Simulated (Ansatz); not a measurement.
`C[BH][SbH2]` + CH₃OH → `CBOC` + `[SbH3]` at 700 K and 1 bar (cleavage of the B–Sb bond).

Isolated molecules relaxed with PBE0-D4/def2-TZVP in Ansatz; ΔE leaves out vibrations. CCSD(T)/CBS adds triple-zeta CCSD(T) − MP2 to the extrapolated MP2 energy (def2 sets, frozen cores). This one scheme is used for every species. Elements past krypton have def2 core potentials. For Sb outer-core shells are correlated without core-valence functions, which leaves a few kJ/mol of doubt a bond. Each species was taken in one conformer, which may not be the lowest.

```
      species  CCSD(T)/CBS energy (Eh)  H − E (kJ/mol)  S (J/(mol·K))
`C[BH][SbH2]`               -306.44336           227.5          423.0
        CH₃OH               -115.61712           170.8          288.5
       `CBOC`               -180.32625           309.3          410.5
     `[SbH3]`               -241.78682            81.5          275.4
```

H − E and S are ideal-gas, rigid-rotor, harmonic terms from PBE0-D4/def2-TZVP, for one conformer and one mirror image of each species. 1 Eh = 2625.50 kJ/mol, R = 8.31446 J/(mol·K).

Problem. By hand: ΔE, ΔH, ΔS and ΔG.

Solution. ΔE = (-180.32625) + (-241.78682) − (-306.44336) − (-115.61712) = -0.05259 Eh = -138.1 kJ/mol. Δ(H − E) = 309.3 + 81.5 − 227.5 − 170.8 = -7.5, so ΔH = -145.6 kJ/mol. ΔS = 410.5 + 275.4 − 423.0 − 288.5 = -25.6 J/(mol·K). ΔG = -145.6 − 700 × (-25.6)/1000 = -127.7 kJ/mol.

Problem. By hand: the equilibrium constant, and the temperature at which ΔG would vanish if ΔH and ΔS stayed fixed.

Solution. log₁₀ K = −ΔG/(RT ln 10) = 9.5. ΔG = 0 at ΔH/ΔS = 5688 K, far beyond where these terms or the molecules hold.

ΔH outweighs TΔS. A doubt of 5 kJ/mol in ΔE shifts log₁₀ K by 0.4 here. Other conformers and mirror images would add mixing entropy, several J/(mol·K) or more a flexible species. These are equilibria of isolated gas molecules and say nothing of rates. Largest T1 diagnostic: 0.014 (customary marks: 0.02 for closed shells, 0.045 for open ones).
